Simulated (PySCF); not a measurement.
Method: PySCF 2.14.0 with TPSSh-D3(BJ)/def2-TZVP // TPSS-D3(BJ)/def2-SVP. Isolated molecules, 0 K electronic values unless said otherwise. 

Reference species: [Nb(=O)(Cl)3] (neutral, multiplicity 1).

```yaml
HOMO–LUMO gap: 5.20 eV
coordination_number: 4
```

Changed species: [W(=O)(Cl)4] (M = W, oxo; the reference has M = Nb, oxo).

### Question
Give the shifts of the HOMO–LUMO gap and coordination number.

### Answer
the HOMO–LUMO gap drops by 2.32 eV, to 2.88 eV; the coordination number increases by 1, to 5.
